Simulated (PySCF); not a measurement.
C5H6O. Atoms are numbered in the order given.

```xyz
12

C      0.0352    -2.1526     0.0000
C      0.0558    -0.8089     0.0000
C      1.1972     0.1004     0.0000
C      0.7159     1.3612     0.0000
O     -0.6329     1.4575     0.0000
C     -1.1559     0.1128     0.0000
H      0.9631    -2.7288     0.0000
H     -0.9041    -2.7113     0.0000
H      2.2454    -0.1899     0.0000
H      1.2460     2.3143     0.0000
H     -1.7883    -0.0109    -0.8944
H     -1.7883    -0.0109     0.8944
```
Charge 0, spin multiplicity 1.

Coordinates come from a B3LYP-D3(BJ)/def2-SVP optimisation. The values are those of a single conformer.

All values below come from HF/def2-TZVP in PySCF.

Isolated molecule, no solvent.

```yaml
total_energy: -267.74400 hartree
point_group: Cs
highest_occupied_level: -8.06 eV
lowest_empty_level: 3.07 eV
orbital_gap: 11.13 eV
dipole_moment: 0.062 e·Å
quadrupole, principal values (traceless, Buckingham form, about the centre of nuclear charge): -4.77, -3.10, 7.87 D·Å
mean_static_polarisability: 62.3 bohr³ (9.24 Å³)
polarisability_principal_values: 39.5, 55.2, 92.2 bohr³
```
